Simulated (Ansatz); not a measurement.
Ideal-gas functions of `[CH3][AlH][N]=C=O` at 400 K and 1 bar, from an Ansatz frequency run at PBE0-D4/def2-TZVP.

Molar mass 85.04 g/mol, point group C1 (symmetry number 1), electronic degeneracy 1, moments of inertia 31.542, 307.288, 335.73 u Å². Harmonic wavenumbers (cm⁻¹, unscaled): 15, 42, 84, 200, 394, 529, 613, 644, 659, 673, 677, 760, 1224, 1438, 1441, 1496, 1954, 2395, 3040, 3114, 3136.

Use S(trans) = R[1.5 ln M + 2.5 ln T − 1.1517]; rotational temperatures θ = 24.2544 K / I; S(rot) = R[ln(√π/σ · √(T³/θAθBθC)) + 1.5]; for each mode x = 1.438777 ν̃/T, S = R[x/(eˣ − 1) − ln(1 − e⁻ˣ)] and H = RT x/(eˣ − 1); 1 cm⁻¹ = 0.0119627 kJ/mol; R = 8.31446 J/(mol·K).

**Question.** By hand: the entropy, in J/(mol·K).

**Answer.** Translation 170.4. Rotation: θ = 0.769, 0.0789, 0.0722 K, giving 114.5. Vibration, mode by mode: 32.59, 24.04, 18.30, 11.23, 6.08, 4.12, 3.24, 2.97, 2.85, 2.74, 2.71, 2.14, 0.56, 0.29, 0.29, 0.25, 0.06, 0.01, 0.00, 0.00, 0.00, in all 114.5. Electronic 0.0. Sum 399.4 J/(mol·K).

**Question.** By hand: H − E and G − E in kJ/mol, counted from the electronic energy.

**Answer.** Zero-point energy ½ × 24528 × 0.0119627 = 146.7; thermal vibration 19.3; translation, rotation and pV give 4 RT = 13.3. H − E = 179.3 kJ/mol, and G − E = 179.3 − 400 × 399.4/1000 = 19.5 kJ/mol.

Vibration gives 29 % of the entropy, 74.9 J/(mol·K) of it from the modes under 150 cm⁻¹: soft modes count most, and the harmonic formula is weakest for them. The sum counts one conformer and one mirror image; others add a mixing term.
